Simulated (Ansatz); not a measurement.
Cost and result for the atomization energy of `OCN[SiH2]S` (12 atoms, 11 bonds).

```xyz
12

O    -0.940   -1.299   -1.355
C    -1.105   -0.945   -0.006
N     0.129   -0.771    0.712
Si    0.965    0.722    0.716
S     1.263    1.541   -1.265
H    -0.430   -0.598   -1.777
H    -1.682   -0.015    0.092
H    -1.694   -1.751    0.438
H     0.670   -1.620    0.786
H     0.192    1.760    1.440
H     2.289    0.472    1.330
H     0.343    2.506   -1.110
```

Charge 0, multiplicity 1. Geometry: relaxed with PBE0-D4/def2-TZVP. It is one conformer, not always the lowest. Program: Ansatz. All runs use 4 threads of an Arm Neoverse V2 on a shared host. Times are those of one run each, without the atoms' runs, and a repeat can differ threefold. Electronic energies, without spin–orbit coupling; frozen cores. CCSD(T)/CBS adds CCSD(T) − MP2 in def2-TZVPP to the MP2 limit, and its time is that of the two runs behind it. T1 = 0.011. B3LYP takes the VWN-RPA correlation (the form of Gaussian; ORCA's B3LYP/G).

CCSD(T)/CBS is a level of theory with its own doubt, some kJ/mol a heavy atom from the limit and from the frozen cores, so smaller differences don't rank the functionals.

```json
{"level": "PBE-D4/def2-TZVPP (with forces)", "functions": "275", "wall time": "2.8 s"}
{"level": "PBE0-D4/def2-TZVPP", "functions": "275", "wall time": "4.1 s"}
{"level": "r2SCAN-D4/def2-TZVPP (with forces)", "functions": "275", "wall time": "5.5 s"}
{"level": "B3LYP-D4/def2-TZVPP (with forces)", "functions": "275", "wall time": "6 s"}
{"level": "B2PLYP/def2-TZVPP", "functions": "275", "wall time": "6 s"}
{"level": "ωB97X-V/def2-TZVPP", "functions": "275", "wall time": "9 s"}
{"level": "ωB97M-V/def2-TZVPP (with forces)", "functions": "275", "wall time": "12 s"}
{"level": "MP2/def2-QZVPP", "functions": "521", "wall time": "23 s"}
{"level": "CCSD(T)/def2-TZVPP", "functions": "275", "wall time": "3 min"}
{"level": "CCSD(T)/CBS(def2)", "functions": "–", "wall time": "3.4 min"}
```

What atomization energy does each give, and how far from CCSD(T)/CBS? (An estimate is asked.)

Ansatz gave: 
| level | atomization (kcal/mol) | difference from CCSD(T)/CBS | per bond |
| --- | --- | --- | --- |
| PBE-D4/def2-TZVPP (with forces) | 1010.8 | 14.9 | 1.4 |
| PBE0-D4/def2-TZVPP | 991.6 | -4.3 | -0.4 |
| r2SCAN-D4/def2-TZVPP (with forces) | 993.2 | -2.7 | -0.2 |
| B3LYP-D4/def2-TZVPP (with forces) | 993.7 | -2.2 | -0.2 |
| B2PLYP/def2-TZVPP | 980.4 | -15.5 | -1.4 |
| ωB97X-V/def2-TZVPP | 1000.4 | 4.5 | 0.4 |
| ωB97M-V/def2-TZVPP (with forces) | 999.8 | 3.9 | 0.4 |
| MP2/def2-QZVPP | 995.9 | 0.0 | 0.0 |
| CCSD(T)/def2-TZVPP | 964.7 | -31.2 | -2.8 |
| CCSD(T)/CBS(def2) | 995.9 | 0.0 | 0.0 |

In def2-TZVPP, CCSD(T) changes the Hartree–Fock value by +271.7 kcal/mol (the triples alone add +15.5 kcal/mol) and MP2 by +284.3 kcal/mol; breaking electron pairs costs correlation energy, which Hartree–Fock lacks. From PBE to PBE0 (25 % exact exchange), in def2-TZVPP and without D4, the atomization energy moves by −18.2 kcal/mol: exact exchange takes away binding that semilocal exchange gives to molecules. The D4 term adds +10.6 kcal/mol with B3LYP and +5.6 kcal/mol with PBE0; it sums over pairs of atoms, weighted by their polarisabilities, and B3LYP, whose exchange is more repulsive, gets the larger term.
